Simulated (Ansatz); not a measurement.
Molecule: C3H2O (charge 0, singlet). 
Structure (B3LYP-D3(BJ)/def2-TZVP (Ansatz, a quantum-chemistry and plane-wave program) minimum search):
```xyz
6

O      1.5195    -0.1901     0.0624
C      0.3298    -0.0413     0.0135
C     -1.0024    -0.5494    -0.0487
C     -0.8370     0.7796    -0.0268
H     -1.7398    -1.3393    -0.0889
H     -1.3582     1.7270    -0.0382
```

Computed values are from Ansatz. Valence correlation only, unless marked. Open shells are spin-unrestricted. Spin-orbit coupling is left out. No relativistic terms. Basis-set limits of correlation are two-point, X^-3; Hartree-Fock from the larger set. [CCSD(T)-MP2]/basis is that difference in the basis named.

### Question
What is the dipole moment at CCSD(T)/aug-cc-pVDZ?

### Answer
4.22 D.

### Question
What is the T1 diagnostic at CCSD/aug-cc-pVTZ?

### Answer
0.016.

### Question
What is the atomisation energy De at RI-MP2/CBS(aug-cc-pVTZ,aug-cc-pVQZ)+[CCSD(T)-MP2]/aug-cc-pVTZ?

### Answer
2737.9 kJ/mol.

### Question
What is the total energy at RI-MP2/CBS(aug-cc-pVTZ,aug-cc-pVQZ)+[CCSD(T)-MP2]/aug-cc-pVTZ?

### Answer
-190.4231 Eh.
